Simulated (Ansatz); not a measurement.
CH3F2O2Ta (`C[O][Ta](=[O])([F])[F]`), relaxed with RKS PBE-D4/def2-SVP in Ansatz 0.2.0 from a rough embedded geometry. The force threshold is 0.03 eV/Å; the program also tests the step.

Total charge 0; spin multiplicity 1. Ta takes the def2 core potential.

Start:

```xyz
9

C     0.945   -0.068   -1.141
O     0.998    0.713   -0.051
Ta   -0.708    0.189    1.111
O    -0.744    1.363    2.728
F    -2.458    0.584    0.005
F    -0.638   -1.819    1.667
H     1.758    0.101   -1.829
H     0.905   -1.140   -0.831
H    -0.058    0.076   -1.658
```

(1) By how much does the energy fall, and how many steps does the optimiser take? (Best estimate.)

(2) Which bonds change most? (Best estimate.)

(3) Give the relaxed structure. (Best estimate.)

## Answers

(1) The calculation gave: 320.80 kJ/mol, in 20 steps, 1 of them rejected.

(2) The calculation gave: Ta3–O4 from 1.999 to 1.736 Å; O2–Ta3 from 2.130 to 1.889 Å; Ta3–F5 from 2.107 to 1.900 Å; Ta3–F6 from 2.085 to 1.900 Å.

(3) Ansatz gave: 
```xyz
9

C     0.976   -0.140   -1.266
O    -0.150   -0.437   -0.462
Ta   -0.987    0.056    1.158
O     0.023    1.298    1.831
F    -2.693    0.822    0.823
F    -0.996   -1.401    2.377
H     1.585    0.674   -0.815
H     1.606   -1.048   -1.372
H     0.638    0.176   -2.274
```
